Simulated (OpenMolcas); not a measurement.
Rh3+ with 4 ligands (chloride) in tetrahedral coordination (Td) at 2.29 Å. A charge of +0.25 e stands 3.2 Å behind each ligand. Ligand basis ANO-RCC-VDZP.

```yaml
Program: OpenMolcas
Method: "SS-CASPT2, IPEA 0.25 Eh, imaginary shift 0.1 Eh (closed shells correlated: 4s 4p and the ligand valence shells)"
Basis: ANO-RCC-VTZP [7s6p4d2f1g]
Scalar_Hamiltonian: DKH2, point nucleus
Active_space: 6 electrons in 5 orbitals (4d)
State_averaging: 2S+1 = 5 even, 5 roots; 2S+1 = 3 even, 45 roots; 2S+1 = 1 even, 50 roots
Spin-orbit_coupling: RASSI with atomic mean-field integrals over the reference wave functions
```

Question: What is the spin-free ground state (labels of Td)?

Answer: 3T1, 3-fold in its orbital part; d6 allows 2S+1 = 5, so this is a state of lower spin.

Question: Where is the first state of the same spin?

Answer: A 3-fold state lies at 4970 cm-1 above the ground state.

Question: What are the lowest two levels with spin-orbit coupling?

Answer: A 2-fold level, then a 3-fold level 85 cm-1 above it. Their leading multiplicities are 3 (82 %) and 3 (84 %).

Question: What is χT at 300 K?

Answer: 1.29 cm3 K/mol.

Roots that are degenerate in the reference are averaged as groups; the widest CASPT2 spread within a group is 670 cm-1 (the 3-fold group of multiplicity 1 near 16400 cm-1 above the lowest state of its run). Shifts and gaps below about the spread of the groups concerned are not significant. Over all roots computed the reference weight is 0.64 to 0.70; the roots of lowest weight are the least certain, and an intruder state may touch them. An orbital triplet at a regular site is open to Jahn-Teller coupling, which can distort the site and quench the lowest spin-orbit gaps and is left out. This shell can be high or low spin here, a state of another spin lies low, and with metal d orbitals alone active their balance is uncertain, so the ground spin may be wrong, although the usual error favours high spin. The least metal-like active orbital is 76 % on the metal (Löwdin) and no ligand orbital is active, so the numbers are rough. Ligand-to-metal charge-transfer states are missing. With no ligand orbital active B as a rule stays too high, so bands that hang on it stand too high and its fall with covalency is understated. With one d shell and no ligand orbital active, 10Dq can be off by a tenth or more. No measured value stands beside these numbers; the geometry was imposed, not optimised, and the real ion may take another.
